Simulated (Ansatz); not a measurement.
Gas-phase electronic energies from Ansatz, PBE0-D4/def2-TZVP geometries. CCSD(T)/CBS adds triple-zeta CCSD(T) − MP2 to the extrapolated MP2 energy (def2 sets, frozen cores). This one scheme is used for every species. DFT in def2-TZVPP. B3LYP here is the variant with VWN-RPA as its local correlation; programs differ in this. Each species was taken in one conformer, which may not be the lowest.

`C=C[Si](O)(Cl)OC` + `COCO` → `C=COCOC` + `CO[SiH](O)Cl`  (substitution at a C–Si bond)

`C=C[Si](O)(Cl)OC`:

```xyz
14

C    -2.200   -0.898    0.012
C    -0.948   -1.139    0.390
Si    0.551   -0.550   -0.501
O     1.525   -1.823   -0.763
Cl   -0.021    0.327   -2.280
O     1.405    0.555    0.337
C     0.963    1.857    0.655
H    -2.424   -0.345   -0.895
H    -3.051   -1.249    0.588
H    -0.782   -1.705    1.306
H     2.412   -1.648   -1.084
H     0.031    1.832    1.227
H     1.734    2.335    1.260
H     0.805    2.450   -0.251
```

`COCO`:

```xyz
10

C     0.185    0.599   -1.185
O     0.403   -0.603   -0.483
C    -0.344   -0.701    0.686
O     0.046    0.207    1.675
H     0.802    0.564   -2.083
H    -0.869    0.696   -1.479
H     0.464    1.472   -0.588
H    -0.229   -1.738    1.019
H    -1.403   -0.485    0.496
H     0.944   -0.012    1.941
```

`C=COCOC`:

```xyz
14

C    -2.501   -0.675    0.283
C    -1.475   -0.121   -0.343
O    -0.294   -0.765   -0.516
C     0.740    0.020   -1.056
O     1.189    1.002   -0.193
C     1.820    0.492    0.962
H    -2.437   -1.670    0.705
H    -3.429   -0.129    0.372
H    -1.519    0.884   -0.758
H     1.533   -0.695   -1.303
H     0.396    0.540   -1.956
H     1.122   -0.078    1.582
H     2.188    1.347    1.527
H     2.666   -0.153    0.693
```

`CO[SiH](O)Cl`:

```xyz
10

C    -1.379   -0.627    0.636
O    -0.489   -0.325   -0.417
Si    1.039    0.202   -0.269
O     1.599    0.626   -1.730
Cl    1.042    1.800    1.029
H    -1.509    0.232    1.302
H    -2.344   -0.884    0.198
H    -1.023   -1.480    1.223
H     1.959   -0.812    0.270
H     1.105    1.268   -2.242
```

| level | ΔE (kJ/mol) | difference from CCSD(T)/CBS |
| --- | --- | --- |
| PBE-D4 | 56.9 | -10.2 |
| r2SCAN-D4 | 57.1 | -10.0 |
| PBE0-D4 | 61.0 | -6.1 |
| B3LYP-D4 | 59.1 | -8.0 |
| ωB97M-V | 63.0 | -4.1 |
| B2PLYP | 57.9 | -9.2 |
| PBE | 52.7 | -14.4 |
| r2SCAN | 56.0 | -11.1 |
| PBE0 | 57.1 | -10.0 |
| CCSD/def2-TZVPP | 64.2 | -2.9 |
| CCSD(T)/def2-TZVPP | 64.3 | -2.8 |
| HF/def2-QZVPP | 53.7 | -13.4 |
| MP2/def2-QZVPP | 69.4 | 2.3 |
| SCS-MP2/def2-QZVPP | 65.2 | -1.9 |
| HF/CBS(def2) | 53.6 | -13.5 |
| MP2/CBS(def2) | 70.8 | 3.7 |
| CCSD(T)/CBS | 67.1 | 0 |

Largest T1 diagnostic among the species: 0.012.

In def2-TZVPP, CCSD(T) changes the Hartree–Fock value by +10.0 kJ/mol (the triples alone add +0.2 kJ/mol) and MP2 by +13.7 kJ/mol. From PBE to PBE0 (25 % exact exchange), in def2-TZVPP and without D4, ΔE moves by +4.5 kJ/mol. The D4 term adds +7.0 kJ/mol with B3LYP and +3.8 kJ/mol with PBE0; it sums over pairs of atoms, weighted by their polarisabilities, and B3LYP, whose exchange is more repulsive, gets the larger term.
